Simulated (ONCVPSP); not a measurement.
## What one change does to a pseudopotential (iron, ONCV)

Fe (Z = 26), optimised norm-conserving Vanderbilt (ONCV), made with ONCVPSP 4.0.1 (LDA (Perdew-Wang 92), scalar-relativistic). Core [Ar], reference 3d6 4s1 4p1. Waves: 4s: rc 2.30 bohr, ncon 4, nbas 7, qcut 3.6 1/bohr, 1 projector; 4p: rc 3.40 bohr, ncon 4, nbas 9, qcut 2 1/bohr, 2 projectors, debl 1.4 Ha; 3d: rc 1.25 bohr, ncon 4, nbas 9, qcut 13.8 1/bohr, 2 projectors, debl 3.5 Ha; f scattering state at 0.16 Ha: rc 3.70 bohr, ncon 4, nbas 8, qcut 3.3 1/bohr, 3 projectors, debl 3.6 Ha. Local part: polynomial inside 0.85 bohr (lpopt 1, dvloc0 6 Ha). Core correction: none.

Change: s: rc 3.42.

Cutoffs: the cutoffs (Ha) at which the residual kinetic energy of the hardest occupied pseudo-wave falls to 1 and 0.1 mHa per electron; they do not see the model core or the augmentation charge, which bear on the density cutoff. Errors are all-electron minus pseudo energies relative to the spin-unpolarised reference configuration.

Task: Predict the effect on cutoff, ghosts and configuration errors.

Result: The potential gets neither clearly harder nor softer (67 Ha and 76 Ha → 67 Ha and 76 Ha); both files keep a bound ghost (s); the number of tests with a reliable result goes from 3 to 4; of the 3 tests that both files solve, the error grows in 0 and shrinks in 3 by more than 15 % and 0.3 meV (median size 5.4 → 2.6 meV). That the errors move this way runs against the usual rule that smaller radii transfer better.

| quantity | base | changed |
| --- | --- | --- |
| cutoff, loose | 67 Ha | 67 Ha |
| cutoff, tight | 76 Ha | 76 Ha |
| loose cutoff by channel | s 4.8 Ha, p 1.3 Ha, d 67 Ha | s 3.4 Ha, p 1.3 Ha, d 67 Ha |
| bound ghosts | s | s |
| GHOST(+) flags under 300 eV | p at 44.5 eV, f at 208.1 eV | p at 44.5 eV, f at 208.1 eV |
| tests with a reliable result | 3 of 4 | 4 of 4 |
| error for 3d6 4s2 4p0, meV [ΔE -4.18 eV] | +5.4 | -0.1 |
| error for 3d6 4s1 4p0, meV [ΔE 4.80 eV] | -3.5 | -2.6 |
| error for 3d6 4s0 4p1, meV [ΔE 9.93 eV] | +6.8 | -4.0 |
| p: phases at 3.44 bohr within 0.05 rad from the reference energy up to (Ha; the scan ends near 5) | 1.6 | 1.6 |
| d: phases at 1.27 bohr within 0.05 rad from the reference energy up to (Ha; the scan ends near 5) | to the end of the scan | to the end of the scan |
| f: phases at 3.75 bohr within 0.05 rad from the reference energy up to (Ha; the scan ends near 5) | 0.4 | 0.4 |

 A true bound ghost makes a file unfit for plane-wave use even where its test errors are small: the radial tests pick states by their node count and pass the ghost by.
